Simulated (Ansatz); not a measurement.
`[NH2][Al]([NH2])[F]` + `C[S][Mg][NH2]` → `C[S][Al]([NH2])[F]` + `[NH2][Mg][NH2]`  (redistribution)

Calculated with Ansatz (gas phase, PBE0-D4/def2-TZVP geometries, no zero-point term in ΔE). CCSD(T)/CBS is the MP2 limit (def2-TZVPP, def2-QZVPP) plus CCSD(T) − MP2 in def2-TZVPP, frozen cores. This one scheme is used for every species. DFT in def2-TZVPP. B3LYP here is the variant with VWN-RPA as its local correlation; programs differ in this. For Mg outer-core shells are correlated without core-valence functions, which leaves a few kJ/mol of doubt a bond. One conformer a species, not always the lowest.

`[NH2][Al]([NH2])[F]`:

Cartesian coordinates in Å:
```
N 1.036 0.822 0.858
Al -0.445 0.311 0.060
N -0.576 -1.143 -0.920
F -1.790 1.251 0.241
H 1.112 1.654 1.419
H 1.917 0.338 0.825
H 0.168 -1.794 -1.105
H -1.423 -1.437 -1.378
```

`C[S][Mg][NH2]`:

```xyz
9

C     1.772    1.003    0.716
S     0.040    1.554    0.897
Mg   -1.160   -0.093   -0.144
N    -2.142   -1.449   -1.001
H     1.951    0.051    1.216
H     2.068    0.925   -0.330
H     2.399    1.758    1.190
H    -2.517   -2.280   -0.570
H    -2.409   -1.470   -1.974
```

`C[S][Al]([NH2])[F]`:

Cartesian coordinates in Å:
```
C 0.407 -1.786 1.167
S 1.066 -0.879 -0.275
Al -0.316 0.780 -0.390
N -0.181 2.048 -1.594
F -1.553 0.845 0.703
H -0.511 -1.339 1.543
H 0.208 -2.813 0.863
H 1.158 -1.781 1.955
H 0.534 2.096 -2.300
H -0.812 2.828 -1.671
```

`[NH2][Mg][NH2]`:

Cartesian coordinates in Å:
```
N 1.283 0.139 1.375
Mg 0.000 0.000 0.000
N -1.283 -0.139 -1.375
H 1.170 0.622 2.254
H 2.212 -0.256 1.371
H -1.406 0.499 -2.147
H -1.976 -0.865 -1.477
```

```csv
level,ΔE (kJ/mol)
PBE-D4,37.3
B3LYP-D4,42.1
PBE,38.9
B3LYP,44.8
MP2/def2-TZVPP,40.5
SCS-MP2/def2-TZVPP,41.9
CCSD(T)/def2-TZVPP,41.7
CCSD/CBS(def2),44.0
```

Task: What does CCSD(T)/CBS give? (Best estimate.)

Result: Ansatz gave: +41.9 kJ/mol. The listed levels differ from it by -4.6, 0.2, -3.0, 2.9, -1.4, 0.0, -0.2, 2.1 kJ/mol.

Largest T1 diagnostic among the species: 0.011.

From PBE to PBE0 (25 % exact exchange), in def2-TZVPP and without D4, ΔE moves by +4.0 kJ/mol. In def2-TZVPP, CCSD(T) changes the Hartree–Fock value by −13.6 kJ/mol (the triples alone add −2.1 kJ/mol) and MP2 by −14.8 kJ/mol.
